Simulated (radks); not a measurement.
Results of a calculation; reference values are marked as such.
Problem. Ionisation of the nitrogen ion N3+, [He] 2s2, to N4+, [He] 2s1, under several functionals. Dirac Kohn-Sham, spin-unpolarised, spherical densities, finite nucleus; a radial shooting solver on a logarithmic mesh with Libxc functionals. The NIST Atomic Spectra Database gives 77.474 eV (measured). Rank these functionals by the error of their Delta-SCF ionisation energy: LDA (Slater exchange, VWN5 correlation); exchange-only PBE; LDA (Slater exchange, Perdew-Wang correlation); B86b exchange with PBE correlation.

Solution. From best to worst: LDA (Slater exchange, Perdew-Wang correlation) 77.476 eV (+0.002); LDA (Slater exchange, VWN5 correlation) 77.481 eV (+0.008); B86b exchange with PBE correlation 77.905 eV (+0.432); exchange-only PBE 76.892 eV (-0.581). Spin polarisation and multiplet splitting are left out, so open shells lie too high by an amount that depends on their filling.

Beside tabulated values, note that spin-unpolarised runs miss the spin-polarisation part of the exchange energy of open shells.
